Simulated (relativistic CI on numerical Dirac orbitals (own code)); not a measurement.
## What each ingredient does to the levels of C3+

Base calculation: Dirac-Coulomb-Breit CI, separate exchange-only KLI orbitals for each configuration, QED by a radiative potential, valence Slater integrals scaled by 0.85, P86 correlation energy added to each configuration.

Configuration list (outside the closed core 1s2): 2s, 2p, 3s, 3p, 3d, 4s, 4p, 4f, 4d, 5s, 5p, 5g, 5f, 5d. Levels of other configurations are missing.

Variants: (1) no correlation estimate; (2) valence Slater integrals scaled by 0.75; (3) configuration mixing switched off. Shifts of the energy above 2s ²S1/2, in cm⁻¹, for the lowest level and the first level of each name with at least 55 % of one term (blank where a level changes its place among those of its configuration and J or its character, or is not in the variant):

| Level | Base | Δ(1) | Δ(2) | Δ(3) | Measured |
| --- | --- | --- | --- | --- | --- |
| 2s ²S1/2 | 0 | 0 | 0 | 0 | 0 |
| 2p ²P°1/2 | 66224 | -1074 | 0 | 0 | 64484 |
| 2p ²P°3/2 | 66325 | -1074 | 0 | 0 | 64592 |
| 3s ²S1/2 | 302923 | -836 | 0 | 0 | 302849 |
| 3p ²P°1/2 | 320259 | -717 | 0 | 0 | 320050 |
| 3p ²P°3/2 | 320287 | -717 | 0 | 0 | 320082 |
| 3d ²D3/2 | 323362 | +541 | 0 | 0 | 324880 |
| 3d ²D5/2 | 323371 | +541 | 0 | 0 | 324890 |
| 4s ²S1/2 | 401429 | -1030 | 0 | 0 | 401348 |
| 4p ²P°1/2 | 408464 | -978 | 0 | -1 | 408311 |
| 4p ²P°3/2 | 408475 | -978 | 0 | -1 | 408324 |
| 4d ²D3/2 | 410029 | -736 | 0 | 0 | 410336 |
| 4d ²D5/2 | 410033 | -736 | 0 | 0 | 410340 |
| 4f ²F°5/2 | 412793 | -3454 | 0 | 0 |  |
| 4f ²F°7/2 | 412795 | -3454 | 0 | 0 |  |
| 5s ²S1/2 | 445704 | -1355 | 0 | 0 | 445368 |
| 5p ²P°1/2 | 449255 | -1352 | 0 | -1 | 448856 |
| 5p ²P°3/2 | 449261 | -1352 | 0 | -1 | 448863 |
| 5d ²D3/2 | 450143 | -1323 | 0 | 0 | 449888 |
| 5d ²D5/2 | 450144 | -1323 | 0 | 0 | 449890 |
| 5f ²F°5/2 | 452298 | -3454 | 0 | 0 | 449940 |
| 5g ²G7/2 | 452298 | -3454 | 0 | 0 | 449948 |

Correlation outside the listed configurations is missing or only estimated: errors of thousands of cm⁻¹ between configurations and terms are usual at this charge. Rates and lifetimes follow the computed energies and can be off by large factors. The fine structure of a lone outer electron comes out too small, for d and f at times inverted, and misplaced configurations move strength between like terms. 19 of the 19 excited levels that our extract of the measured tables holds in this range could be paired (the sources list more); they are missed by 755 cm⁻¹ on average and 2358 at most, and levels without a partner can miss by more.

Measured levels: Moore, Selected Tables of Atomic Spectra, NSRDS-NBS 3, section 3.

Ionisation energy from the two ground configurations alone: base 64.79 eV; no correlation estimate 64.36 eV. The NIST ASD value (measured) is 64.4935 eV.
